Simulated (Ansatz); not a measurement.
Mo(OH)F5 (MoOF5H), relaxed as a singlet with RKS r2SCAN-D4/def2-SVP in Ansatz, starting from the GFN2-xTB geometry. Force threshold 0.02 eV/Å.

In the def2 sets Mo takes a core potential; there is no spin–orbit coupling. The relaxation made no stability test and no search for a lower SCF solution.

Start:

```xyz
8

Mo    0.217    0.124   -0.167
O    -1.020   -0.586    0.804
H    -1.720   -0.982    1.333
F     1.476    0.846   -1.159
F     0.958    0.894    1.223
F    -0.434   -0.593   -1.630
F    -0.744    1.564   -0.449
F     1.267   -1.265    0.045
```

(1) Estimate the energy that the relaxation releases and the steps that it takes.

(2) Does the start keep its bonding?

(3) Predict the relaxed structure.

Results:

(1) 23.0 kcal/mol, in 25 steps; 51 s on 4 threads of Arm Neoverse V1 on a shared host. The force fell under the threshold at step 4, but the optimiser went on and released 0.009 eV more. No frequencies were taken in this run, so the end may be a saddle point.

(2) By distances, no bond broke or formed. The bond that changes most is Mo1–O2, from 1.73 to 1.83 Å (atoms count from 1).

(3) 
```xyz
8

Mo    0.2568    0.1498   -0.1017
O    -1.0365   -0.5923    0.9561
H    -1.8693   -1.0855    0.9869
F     1.4350    0.8201   -1.3410
F     1.1157    0.9810    1.2896
F    -0.5625   -0.6735   -1.5400
F    -0.7352    1.6795   -0.3589
F     1.3960   -1.2790    0.1091
```
Bond lengths: 5 × F–Mo 1.83 to 1.85 Å; 1 × Mo–O 1.83 Å; 1 × H–O 0.97 Å.
